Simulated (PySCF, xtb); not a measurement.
CuF, SMILES [F][Cu], multiplicity 1.

xtb 6.7.1 with GFN2-xTB at its own geometry gives an orbital gap of 4.87 eV and a dipole moment of 5.76 D.

Coordinates come from a PBE0-D3(BJ)/def2-TZVPD optimisation. The multiplicity is an assumed one; other spin states were not compared.

What does PBE/def2-TZVPD run with PySCF give? (Estimate from the structure and the level; the computed values follow.)

gap 1.91 eV (levels -6.05 and -4.14 eV), dipole 4.64 D.
